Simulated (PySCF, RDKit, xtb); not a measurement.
Pair of molecules: HCl (SMILES Cl) (first 2 atoms) with CH3F (SMILES CF); geometry from B3LYP-D3(BJ)/def2-TZVP.
(charge 0, multiplicity 1):
```tsv
atom	x (Å)	y (Å)	z (Å)
Cl	0.1652	0.0521	-0.1361
H	0.2154	0.5086	1.0704
C	-0.4887	-0.5500	3.5272
F	0.0507	0.6302	2.9951
H	0.2277	-0.9594	4.2379
H	-1.4256	-0.3009	4.0231
H	-0.6605	-1.2480	2.7087
```

Counterpoise-corrected where a basis set is named; no monomer relaxation. Rows marked so take none. RDKit's UFF carries no charges.

Rows in 3-21G, 6-31G* carry no dispersion term and start afresh at each structure (6-31G* with six Cartesian d functions).

Run with PySCF for 3-21G rows, 6-31G* rows; RDKit for the force fields; xtb for the GFN methods. Each number belongs to the level named beside it.

One of these levels gives -3.79 kcal/mol for the interaction energy. Name it.
A. HF/3-21G (no counterpoise)
B. GFN-FF
C. UFF
D. HF/6-31G*

B, GFN-FF. The others give 12.50 (UFF), -7.91 (HF/3-21G (no counterpoise)), -2.24 (HF/6-31G*)
